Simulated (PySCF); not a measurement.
Species: CH8ClSi3 (doublet state).
SMILES with atom numbers: `[CH2:1][SiH2:2][SiH2:3][SiH2:4][Cl:5]` (hydrogens: H6, H7 on C1; H8, H9 on Si2; H10, H11 on Si3; H12, H13 on Si4)

Geometry (GFN2-xTB, Å), atoms numbered from 1 in this order:
```xyz
13
CH8ClSi3 angstrom
C      2.6941   -0.5141    0.2450
Si     1.2615   -0.3645   -0.8649
Si    -0.4208    0.9799    0.1202
Si    -2.4475   -0.0733    0.5157
Cl    -3.0834   -0.9443   -1.2092
H      3.4763    0.2241    0.2827
H      2.7312   -1.2356    1.0428
H      0.6615   -1.6775   -1.1387
H      1.6457    0.2544   -2.1399
H     -0.6328    2.1789   -0.7094
H      0.0349    1.5435    1.4016
H     -3.5553    0.7858    0.9381
H     -2.3698   -1.1569    1.4980
```

The hyperfine couplings belong to this conformer and change with its torsions.

Computed, not measured: UKS B3LYP, pcH-1 on C Cl H Si, non-relativistic, mean-field spin-orbit, GIAO in PySCF. Geometry: GFN2-xTB, one conformer, isolated molecule. The geometry wasn't refined by DFT: couplings that depend on bond lengths, twists or pyramidal angles can differ widely from those at the functional's own minimum. Stability of the SCF solution: not tested.

Computed for the main isotopes (class means, splittings of 0.05 mT or more): g = 2.0025; H6/H7 1H -56.1 MHz (2.00 mT); H8/H9 1H +26.5 MHz (0.95 mT); H10/H11 1H +4.3 MHz (0.15 mT); H12/H13 1H +3.8 MHz (0.13 mT); 81 first-order lines, 6.47 mT wide. Two of these splittings differ by less than 0.03 mT, so with lines wider than that fewer lines would be seen.

Q: What changes when 1H at H6/H7 is replaced by 2H at both sites?

A: The spin density stays the same (vibrational effects aside), so a scales with the nuclear g factor: 0.85744/5.58569 = 0.1535, so a goes from -56.1 to -8.6 MHz (0.307 mT). The spin goes from 1/2 to 1, so the 1:2:1 triplet becomes a 1:2:3:2:1 quintet. The spectrum then has 135 first-order lines over 3.70 mT.

Q: Give position and intensity of the satellites from 29Si at Si3.

A: a = -91.3 MHz, or 3.26 mT in magnitude, and I = 1/2, so to first order each main line has two satellites, at ±1.63 mT. The isotope's abundance is about 4.7 %, shared among 2 lines, so each has 2.5 % of the main line's intensity.

Q: Give position and intensity of the satellites from 13C at C1.

A: a = +86.2 MHz, or 3.07 mT in magnitude, and I = 1/2, so to first order each main line has two satellites, at ±1.54 mT. The isotope's abundance is about 1.07 %, shared among 2 lines, so each has 0.54 % of the main line's intensity.

Means are taken over nuclei equivalent by connectivity, which assumes that they swap fast. The 1H value of +4.3 MHz is a mean of couplings from -2.8 to 11.5 MHz in this one geometry, not an average over conformers. The 1H value of +3.8 MHz is a mean of couplings from -0.6 to 8.2 MHz in this one geometry, not an average over conformers.
